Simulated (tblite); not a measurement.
Species: C3H12NOSi2 (doublet state).
Numbering: `[CH3:1][N:2][SiH2:3][SiH2:4][CH2:5][O:6][CH3:7]` (hydrogens: H8, H9, H10 on C1; H11, H12 on Si3; H13, H14 on Si4; H15, H16 on C5; H17, H18, H19 on C7)

Computed with GFN2-xTB (tblite), gas phase: L-BFGS steps from a force-field or distance-geometry start until the largest atomic force falls under 0.01 eV/Å.

Step 96: E = -623.5895 eV
```
atom  x, y, z in Å  |  force x, y, z in eV/Å
C1      3.3381    0.9862   -0.1722   -0.009  -0.008   0.016
N2      2.5020    0.0831    0.5234   -0.010  -0.003   0.004
Si3     1.8404   -1.3869    0.1937    0.008  -0.001   0.004
Si4    -0.1072   -0.7958   -1.0472   -0.013   0.006   0.009
C5     -1.4233   -0.2393    0.2061    0.009   0.009   0.005
O6     -2.4450    0.3258   -0.5896    0.013  -0.008  -0.011
C7     -3.5088    0.8571    0.1570    0.003  -0.006  -0.001
H8      2.7692    1.5311   -0.9363    0.006   0.004   0.000
H9      3.7125    1.7261    0.5418    0.005   0.010  -0.009
H10     4.1905    0.5104   -0.6702    0.000  -0.011   0.001
H11     2.4360   -2.4602   -0.6253   -0.005  -0.001   0.000
H12     1.3988   -1.9394    1.4757    0.011  -0.008  -0.010
H13    -0.6483   -1.9208   -1.8163    0.017  -0.015  -0.009
H14     0.1634    0.3005   -1.9771   -0.006   0.003  -0.008
H15    -1.0320    0.5037    0.9138   -0.001   0.010  -0.004
H16    -1.8186   -1.0739    0.8030   -0.004   0.008  -0.006
H17    -3.1548    1.6297    0.8503   -0.005   0.015   0.012
H18    -4.0193    0.0751    0.7326   -0.001  -0.010   0.014
H19    -4.2034    1.2967   -0.5554   -0.018   0.004  -0.007
```

Step 97: E = -623.5897 eV
```
atom  x, y, z in Å  |  force x, y, z in eV/Å
C1      3.3389    0.9858   -0.1710   -0.011  -0.007   0.020
N2      2.5010    0.0827    0.5227   -0.013   0.000  -0.003
Si3     1.8405   -1.3875    0.1916    0.005   0.000   0.013
Si4    -0.1074   -0.7965   -1.0475   -0.022   0.017   0.001
C5     -1.4219   -0.2351    0.2058    0.013   0.010   0.007
O6     -2.4462    0.3264   -0.5889    0.022  -0.013  -0.021
C7     -3.5110    0.8556    0.1576    0.012  -0.013  -0.003
H8      2.7734    1.5324   -0.9368    0.003  -0.004   0.007
H9      3.7114    1.7248    0.5449    0.009   0.015  -0.008
H10     4.1922    0.5096   -0.6664    0.004  -0.011  -0.002
H11     2.4366   -2.4603   -0.6269   -0.002  -0.005  -0.005
H12     1.3979   -1.9418    1.4729    0.013  -0.005  -0.013
H13    -0.6505   -1.9216   -1.8148    0.016  -0.019  -0.008
H14     0.1617    0.2978   -1.9805   -0.004   0.001  -0.005
H15    -1.0286    0.5106    0.9094   -0.003   0.011  -0.003
H16    -1.8143   -1.0677    0.8072   -0.009   0.007  -0.006
H17    -3.1579    1.6281    0.8512   -0.008   0.021   0.014
H18    -4.0193    0.0720    0.7325   -0.008  -0.011   0.018
H19    -4.2062    1.2938   -0.5552   -0.017   0.006  -0.003
```

Step 98: E = -623.5899 eV
```
atom  x, y, z in Å  |  force x, y, z in eV/Å
C1      3.3411    0.9852   -0.1680   -0.008  -0.002   0.019
N2      2.4988    0.0830    0.5216   -0.016   0.005  -0.013
Si3     1.8401   -1.3874    0.1880   -0.001   0.001   0.022
Si4    -0.1090   -0.7980   -1.0488   -0.027   0.029  -0.013
C5     -1.4197   -0.2286    0.2047    0.015   0.009   0.008
O6     -2.4482    0.3271   -0.5888    0.026  -0.013  -0.025
C7     -3.5142    0.8531    0.1588    0.018  -0.019  -0.003
H8      2.7823    1.5349   -0.9371   -0.002  -0.019   0.016
H9      3.7108    1.7228    0.5505    0.014   0.018  -0.006
H10     4.1962    0.5073   -0.6587    0.006  -0.009  -0.004
H11     2.4364   -2.4590   -0.6309    0.003  -0.010  -0.010
H12     1.3963   -1.9440    1.4680    0.015  -0.004  -0.012
H13    -0.6543   -1.9250   -1.8115    0.014  -0.022  -0.006
H14     0.1578    0.2918   -1.9882   -0.001  -0.002  -0.001
H15    -1.0231    0.5218    0.9014   -0.005   0.014   0.000
H16    -1.8080   -1.0575    0.8139   -0.014   0.006  -0.007
H17    -3.1627    1.6251    0.8535   -0.011   0.023   0.009
H18    -4.0193    0.0668    0.7329   -0.013  -0.009   0.020
H19    -4.2111    1.2898   -0.5537   -0.011   0.004   0.006
```

Step 99: E = -623.5902 eV
```
atom  x, y, z in Å  |  force x, y, z in eV/Å
C1      3.3445    0.9845   -0.1634   -0.001   0.004   0.012
N2      2.4955    0.0842    0.5203   -0.016   0.016  -0.021
Si3     1.8388   -1.3862    0.1833   -0.005   0.000   0.021
Si4    -0.1120   -0.8000   -1.0512   -0.025   0.033  -0.029
C5     -1.4169   -0.2204    0.2030    0.011   0.009   0.009
O6     -2.4507    0.3276   -0.5892    0.021  -0.006  -0.017
C7     -3.5178    0.8493    0.1603    0.017  -0.020  -0.001
H8      2.7949    1.5378   -0.9370   -0.006  -0.035   0.027
H9      3.7111    1.7208    0.5581    0.018   0.018  -0.003
H10     4.2019    0.5037   -0.6475    0.003  -0.004  -0.003
H11     2.4349   -2.4561   -0.6373    0.008  -0.013  -0.013
H12     1.3949   -1.9457    1.4616    0.013  -0.006  -0.006
H13    -0.6594   -1.9312   -1.8065    0.012  -0.021  -0.001
H14     0.1527    0.2831   -1.9994   -0.001  -0.005   0.004
H15    -1.0162    0.5362    0.8905   -0.009   0.017   0.003
H16    -1.8007   -1.0442    0.8218   -0.015   0.005  -0.009
H17    -3.1685    1.6211    0.8572   -0.012   0.017  -0.005
H18    -4.0191    0.0598    0.7338   -0.014  -0.004   0.015
H19    -4.2177    1.2849   -0.5506    0.003  -0.004   0.016
```

Question: Estimate the geometry and energy of step 100. (The exact step hangs on the optimiser's Hessian estimate; all steps are aligned on step 99, rigid shifts and turns removed.)

Answer: E = -623.5905 eV, largest force 0.055 eV/Å
```
atom  x, y, z in Å  |  force x, y, z in eV/Å
C1      3.3481    0.9838   -0.1584    0.008   0.008   0.003
N2      2.4917    0.0860    0.5193   -0.012   0.023  -0.023
Si3     1.8370   -1.3844    0.1789   -0.006  -0.002   0.011
Si4    -0.1156   -0.8016   -1.0543   -0.014   0.024  -0.038
C5     -1.4143   -0.2126    0.2011    0.004   0.008   0.005
O6     -2.4528    0.3281   -0.5901    0.006   0.006   0.001
C7     -3.5209    0.8453    0.1619    0.009  -0.014   0.003
H8      2.8070    1.5399   -0.9364   -0.009  -0.045   0.031
H9      3.7121    1.7192    0.5652    0.018   0.013  -0.001
H10     4.2074    0.4994   -0.6363   -0.003   0.003   0.001
H11     2.4328   -2.4524   -0.6445    0.012  -0.013  -0.012
H12     1.3946   -1.9468    1.4558    0.007  -0.011   0.004
H13    -0.6638   -1.9383   -1.8013    0.009  -0.016   0.003
H14     0.1482    0.2744   -2.0107   -0.002  -0.004   0.005
H15    -1.0098    0.5498    0.8798   -0.013   0.019   0.006
H16    -1.7946   -1.0311    0.8290   -0.013   0.004  -0.010
H17    -3.1739    1.6172    0.8606   -0.011   0.006  -0.021
H18    -4.0188    0.0529    0.7351   -0.008   0.003   0.007
H19    -4.2243    1.2804   -0.5467    0.017  -0.013   0.023
```

The energy changes by -0.0003 eV. The first-order estimate −F·Δx gives -0.0004 eV and the mean of the old and new forces, exact on a quadratic surface, -0.0003 eV. The step makes an angle of 85° with the force vector and moves no atom by more than 0.018 Å.

The cost below is that of the whole relaxation. Time: 1.2 s wall. Hardware: an Arm Neoverse V2 with one thread, on a shared host.
